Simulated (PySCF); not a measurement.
H8OSeSi3.
SMILES with atom numbers: `[SiH3:1][O:2][SiH2:3][Se:4][SiH3:5]` (hydrogens: H6, H7, H8 on Si1; H9, H10 on Si3; H11, H12, H13 on Si5)

The calculation used PBE0-D3(BJ)/def2-SVP geometry optimisation, gas phase in PySCF.

(1) List the bond lengths, angles and torsions at this level.

Results:

(1) 
| bond | length (Å) |
| --- | --- |
| Si1–O2 | 1.666 |
| O2–Si3 | 1.654 |
| Si3–Se4 | 2.282 |
| Se4–Si5 | 2.289 |
| Si1–H6, Si1–H7, Si1–H8 | 1.491 |
| Si3–H9, Si3–H10 | 1.489 |
| Si5–H11, Si5–H12, Si5–H13 | 1.492 |

Bonds in one row agree within 0.01 Å and their mean is given. A selection of angles:
| angle | degrees |
| --- | --- |
| O2–Si1–H6 | 108.0 |
| O2–Si1–H7 | 109.5 |
| H6–Si1–H7 | 109.7 |
| Si1–O2–Si3 | 144.7 |
| O2–Si3–Se4 | 110.8 |
| O2–Si3–H9 | 106.8 |
| O2–Si3–H10 | 111.7 |
| Se4–Si3–H9 | 110.6 |
| Se4–Si3–H10 | 105.6 |
| H9–Si3–H10 | 111.4 |
| Si3–Se4–Si5 | 93.8 |
| Se4–Si5–H11 | 106.4 |
| Se4–Si5–H12 | 111.3 |
| Se4–Si5–H13 | 110.1 |
| H11–Si5–H12 | 109.4 |

Torsions: Si1–O2–Si3–Se4 -51° (synclinal); O2–Si3–Se4–Si5 -51° (synclinal). The mirror-image conformer, all signs reversed, is as good.

Si1 (oxygen-bound silicon) is tetrahedral (angles from 108.0° to 110.3°). Of the pairs four or more bonds apart, Si1···Si5 is among the closest relative to their van der Waals radii: 4.17 Å, 99 % of the sum of Bondi's values. Si5 (SiH3 silicon) is tetrahedral (angles from 106.4° to 111.3°). O2 (siloxane oxygen) is bent (angle 144.7°). Si3 (oxygen-bound silicon) is distorted tetrahedral (angles from 105.6° to 111.7°).

Point group: C1 (no symmetry element, even within 0.4 Å). Not checked by PBE0-D3(BJ)/def2-SVP frequencies. One conformer, not necessarily the lowest.

The run took 1.9 min wall on one thread, Arm Neoverse V1 (aarch64), shared host with 32 logical CPUs at a one-minute load of 44, and the process peaked at 0.58 GiB of memory. These figures are those of the optimisation.
